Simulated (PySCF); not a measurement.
**Spinor energies of Ge⁺ (germanium, charge +1)**

Start: [Ar] 3d10 4s1 4p1 5s1; 4s1/2 filled at m_j = +1/2; 4p3/2 filled at m_j = +3/2; 5s1/2 filled at m_j = +1/2. Calculated with PySCF 2.14 in x2c-TZVPall-2c with one added diffuse shell each of s, p, d type (7s8p5d1f, 63 functions): generalised Hartree-Fock with the X2C-1e Hamiltonian and a Gaussian nucleus; one run each with spin-orbit coupling (SO) switched off, then screened by Boettger's factors. This is a chosen level, not necessarily the ground level.

| spinor shell | electrons | ε, spin-free (eV) | ε, screened SO (eV) | weight of nominal j (screened SO) | rms radius, screened SO (bohr) |
| --- | --- | --- | --- | --- | --- |
| 1s1/2 | 2 | -11195.2 | -11194.9 | 1.000 | 0.0542 |
| 2s1/2 | 2 | -1469.5 | -1469.5 | 1.000 | 0.227 |
| 2p1/2 | 2 | -1281.4 | -1303.3 | 1.000 | 0.201 |
| 2p3/2 | 4 | -1281.4 | -1270.9 | 1.000 | 0.204 |
| 3s1/2 | 2 | -216.93 | -216.97 | 1.000 | 0.668 |
| 3p1/2 | 2 | -157.26 | -160.34 | 0.998 | 0.693 |
| 3d3/2 | 4 | -59.045 | -59.478 | 0.938 | 0.807 |
| 3d5/2 | 6 | -59.045 | -58.817 | 0.959 | 0.809 |
| 4s1/2 | 1 | -30.465 | -30.476 | 0.999 | 2.10 |
| 4p3/2 | 1 | -20.229 | -20.133 | 1.000 | 2.56 |
| 5s1/2 | 1 | -8.110 | -8.115 | 0.998 | 5.47 |

**Question.** Where does 3p3/2 lie, and what is the 3p spin-orbit splitting (screened SO)?

**Answer.** At -155.84 eV, 4.504 eV above 3p1/2.

```
   quantity    spin-free  screened SO
E (hartree)  -2096.23567  -2096.30937
        M_J          5/2          5/2
       ⟨J²⟩        8.766        8.766
       ⟨L²⟩        2.015        2.017
       ⟨S²⟩        3.751        3.753
```

Each row is a mean over spinors that exchange with the open shell spreads, by up to 0.837 eV (3s1/2).

Without spin-orbit coupling the j labels of p, d and f shells carry no meaning; the spin-free column gives the mean over the occupied spinors of each nl shell.
